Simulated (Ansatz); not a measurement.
Mulliken charges of Cl3F3W (`[F][W]([F])([F])([Cl])([Cl])[Cl]`) from r2SCAN/def2-TZVPP in Ansatz (PBE0-D4/def2-TZVP geometry).

| atom | x (Å) | y (Å) | z (Å) | charge (e) |
| --- | --- | --- | --- | --- |
| F1 | -0.411 | -1.436 | 1.142 | -0.227 |
| W2 | -0.007 | -0.023 | 0.018 | 1.147 |
| F3 | 1.520 | 0.276 | 1.002 | -0.221 |
| F4 | -1.548 | -0.376 | -0.923 | -0.221 |
| Cl5 | 0.489 | 1.709 | -1.358 | -0.153 |
| Cl6 | -1.176 | 1.338 | 1.421 | -0.162 |
| Cl7 | 1.133 | -1.487 | -1.302 | -0.162 |

Task: By hand: the dipole of these point charges (1 e Å = 4.8032 D).

Result: Σ q r = (0.024, 0.084, -0.068) e Å, of length 0.111 e Å = 0.53 D.

Task: How does the dipole of the full density compare? (Estimate.)

Result: Computed: (0.032, 0.112, -0.089) e Å, 0.70 D; the point charges give 0.76 times that, at 1° from its direction.

Point charges leave out the atoms' own dipoles, such as those of lone pairs, and Mulliken's split depends on the basis, so the two needn't agree.
